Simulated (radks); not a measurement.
Ionisation of the fluorine ion F2+, [He] 2s2 2p3, to [He] 2s2 2p2 as the strength of local exchange is varied. All-electron calculation, scalar-relativistic Kohn-Sham, Slater X-alpha exchange (alpha = 2/3 is LDA exchange), no correlation, spin-polarised, spherical densities, point nucleus; open shells are filled with parallel spins first. Program: a radial shooting solver on a logarithmic mesh with Libxc functionals.

| alpha | E(F2+) (hartree) | exchange (hartree) | IE (eV) | -e of the level emptied (eV) | <r> of it (bohr) |
|---|---|---|---|---|---|
| 0.613 | -96.10290 | -7.51407 | 60.170 | 48.767 (2p) | 0.8927 |
| 0.619 | -96.17647 | -7.59211 | 60.355 | 48.944 (2p) | 0.8916 |
| 0.635 | -96.37288 | -7.80062 | 60.848 | 49.417 (2p) | 0.8887 |
| 0.667 | -96.76663 | -8.21949 | 61.840 | 50.370 (2p) | 0.8831 |
| 0.743 | -97.70673 | -9.22417 | 64.230 | 52.669 (2p) | 0.8699 |
| 0.775 | -98.10465 | -9.65135 | 65.250 | 53.653 (2p) | 0.8646 |
| 0.98 | -100.68309 | -12.44630 | 71.974 | 60.163 (2p) | 0.8319 |
| 1.047 | -101.53677 | -13.38163 | 74.244 | 62.371 (2p) | 0.8218 |

NIST Atomic Spectra Database: 62.708 eV (semi-empirical). The Delta-SCF value meets it near alpha = 0.69. Open shells are spherical and high-spin; term and fine-structure splittings are not resolved.
